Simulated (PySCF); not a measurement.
## How methods differ on the excitation energy of O+

O+ [He] 2s2 2p3 (4S) → O+ [He] 2s1 2p4 (4P), as a difference of total energies. Calculation: PySCF 2.14, in ANO-RCC-VTZP (4s3p2d1f, 30 functions); the spin-free X2C one-electron Hamiltonian (Gaussian nucleus). Correlated levels: valence: 1s2 frozen. The calculations carry no spin-orbit coupling.

| method | excitation energy (cm⁻¹) |
| --- | --- |
| UHF | 120770 |
| MP2 (valence) | 121070 |
| SCS-MP2 (valence) | 121120 |
| CCSD (valence) | 120520 |
| CCSD(T) (valence) | 120430 |
| CCSDT (valence) | 120390 |

Errors of the correlated levels include the incompleteness of this basis and the frozen core.

For comparison: 119930 cm⁻¹ (measured; NIST levels, between the centres of gravity of the two terms).
